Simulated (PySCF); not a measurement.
Pd⁺: excitation energy

Pd⁺ [Kr] 4d9 (2D) → Pd⁺ [Kr] 4d8 5p1 (high-spin determinant), as a difference of total energies. All numbers are calculated (PySCF 2.14, a scalar-relativistic core potential, in aug-cc-pVDZ-PP with ECP28MDF). Correlated levels: valence: 4s2 4p6 frozen. The calculations carry no spin-orbit coupling.

```json
{"method": "UHF", "excitation energy (eV)": "7.190"}
{"method": "MP2 (valence)", "excitation energy (eV)": "8.408"}
{"method": "SCS-MP2 (valence)", "excitation energy (eV)": "8.430"}
{"method": "CCSD (valence)", "excitation energy (eV)": "8.152"}
{"method": "CCSD(T) (valence)", "excitation energy (eV)": "8.181"}
```

Problem. How much does correlation contribute at CCSD(T) (valence)?

Solution. 8.181 − (7.190) = 0.991 eV, measured against UHF.

The determinant of the upper state mixes LS terms, which raises its energy above the lowest term, most at the Hartree-Fock and MP2 levels.
